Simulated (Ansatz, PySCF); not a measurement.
Gas-phase reaction in SMILES: OO (H2O2) [hydrogen peroxide] -> [O]O + H atom (the H-O bond at the site shown breaks; other sites are not compared here)
Geometries: B3LYP-D3(BJ)/def2-TZVP minima from Ansatz (a quantum-chemistry and plane-wave program), one conformer each, not searched for the lowest.

Quantity: bond dissociation energy (electronic energy difference), in kcal/mol. Correlated levels leave the core frozen unless marked. UHF or UKS for open shells. Spin-orbit coupling is left out. Non-relativistic. CBS(X,Y): correlation extrapolated as X^-3; Hartree-Fock from the larger set.

```tsv
level	program	bond dissociation energy (kcal/mol)
TPSS/def2-TZVPD	PySCF	?
CAM-B3LYP/def2-TZVPD	Ansatz	89.1
SCS-MP2/aug-cc-pVDZ	Ansatz	94.7
SCS-MP2/def2-TZVPP	Ansatz	97.7
CCSD/def2-TZVPP	Ansatz	91.2
CCSD(T)/CBS(def2-TZVPPD,def2-QZVPPD)	Ansatz	?
```

### Question
Some entries are withheld; supply them.

### Answer

- TPSS/def2-TZVPD, bond dissociation energy (kcal/mol): 87.0
- CCSD(T)/CBS(def2-TZVPPD,def2-QZVPPD), bond dissociation energy (kcal/mol): 94.2
